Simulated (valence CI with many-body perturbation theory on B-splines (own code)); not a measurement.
Missing levels of Tc¹²⁺

Level of theory: relativistic CI+MBPT: three valence electrons over a frozen Dirac-Fock core [Ar] 3d10, radial functions for each j: 11 s, 11 p, 10 d, 8 f, 5 g, 2 h, with the one-electron correlation potential Σ1, the two-electron term Σ2, the three-electron term Σ3, Breit, model QED; selected CI, second order for the rest, scaled by the run's own slope (own B-spline code, finite nucleus).

No measured spectrum was set against this ion. As an estimate, levels hold to about 250 cm⁻¹ or 0.2 % of their energy and the worst to 1 %, as in measured heavy ions of charge 2 to 7; those with d or f electrons hold less well.

| Level | E (eV) |
| --- | --- |
| 4s²4p ²P°_1/2 | 0.000 |
| 4s²4p ²P°_3/2 | 4.161 |
| 4s4p² ⁴P_1/2 | ? |
| 4s4p² ⁴P_3/2 | 28.522 |
| 4s4p² ⁴P_5/2 | ? |
| 4s4p² ²D_3/2 | 35.265 |
| 4s4p² ²D_5/2 | 36.350 |
| 4s4p² ²P_1/2 | ? |
| 4s4p² ²S_1/2 | 43.773 |
| 4s4p² ²P_3/2 | 44.630 |
| 4s²4d ²D_3/2 | 56.842 |
| 4s²4d ²D_5/2 | 57.488 |
| 4p³ ⁴S°_3/2 [a] | 65.909 |
| 4p³ ⁴S°_3/2 [b] | 68.105 |
| 4p³ ²D°_5/2 | 68.462 |
| 4p³ ²P°_1/2 | 73.189 |
| 4p³ ²P°_3/2 | ? |
| 4s4p4d ⁴F°_3/2 | ? |
| 4s4p4d ⁴F°_5/2 | 78.823 |
| 4s4p4d ⁴F°_7/2 | ? |

Names give the largest LS component (configuration and term), which can be under half, so a name can repeat, a term be missing and a line seem to break the LS rules; names also repeat where a configuration has a term twice. Letters in brackets count levels of one name in rising energy.

(1) The levels stand in rising order. What does the calculation give for the missing energies?

## Answers

(1) 4s4p² ⁴P_1/2 26.448; 4s4p² ⁴P_5/2 30.308; 4s4p² ²P_1/2 39.635; 4p³ ²P°_3/2 75.268; 4s4p4d ⁴F°_3/2 77.968; 4s4p4d ⁴F°_7/2 80.177.
